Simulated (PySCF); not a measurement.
CH4ClNOSi2, SMILES Cl[Si@H]1N=CO[SiH2]1. Geometry optimised at PBE0-D3(BJ)/def2-SVP. The structure was generated by enumeration; whether it is a known compound was not checked.

### Question
Give the equilibrium geometry at PBE0-D3(BJ)/def2-SVP (PySCF confirms it by a frequency run) as a Z-matrix. (An estimate is asked for; the answer gives what the named calculation found.)

### Answer

```
Si
N 1 1.7504
C 2 1.2711 1 115.98
O 3 1.3454 2 127.18 1 1.28
H 3 1.1023 2 121.99 1 -178.80
Si 4 1.7366 3 116.71 5 -178.78
H 1 1.4840 2 112.23 3 -125.86
H 6 1.4875 4 107.53 3 -122.67
H 6 1.4894 8 110.71 4 116.53
Cl 1 2.0668 7 107.91 2 122.61
```
